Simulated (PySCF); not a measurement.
**HoSe at PBE0**

Computed with PBE0; Ho x2c-SVPall, Se x2c-SVPall; spin-free X2C with a Gaussian nucleus (PySCF 2.14).

```json
{"state": "sextet, about 10.7 electrons in the 4f shell (Mulliken), real f orbitals that mix terms, a second solution, started from another occupation", "bond length": "2.774 Å", "harmonic wavenumber": "172 cm⁻¹", "force constant": "0.943 mdyn/Å", "rotational constant Be": "0.04070 cm⁻¹", "anharmonicity ωexe": "0.199 cm⁻¹", "vibration–rotation constant αe": "0.000112 cm⁻¹", "energy of the minimum from ground-state Ho (4f11 6s2) + Se": "-2.28 eV", "bond order (Mayer)": "1.08", "dipole moment (positive dipole means Ho(−)Se(+))": "-4.64 D"}
```

These are scalar-relativistic numbers at best; spin–orbit coupling would shift them, the dissociation energy most.
